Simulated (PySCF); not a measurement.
**How methods differ on the excitation energy of Mn⁺**

Mn⁺ [Ar] 3d5 4s1 (7S) → Mn⁺ [Ar] 3d4 4s2 (5D), as a difference of total energies. All numbers are calculated (PySCF 2.14, scalar relativity by spin-free X2C-1e, in aug-cc-pVTZ-DK). Correlated levels: valence: [Ar] frozen. The calculations carry no spin-orbit coupling.

```tsv
method	excitation energy (eV)
UHF	7.057
LDA	7.395
PBE	7.336
PBE0	7.296
r2SCAN	7.752
M06-L	6.874
HSE06	7.264
M06-2X	5.896
B2PLYP	6.640
MP2 (valence)	6.838
SCS-MP2 (valence)	5.968
```

Question: How much does correlation contribute at MP2 (valence)?

Answer: 6.838 − (7.057) = -0.219 eV, measured against UHF.

A first-order spin-orbit estimate (lowest level to lowest level, LS coupling) adds -0.068 eV.
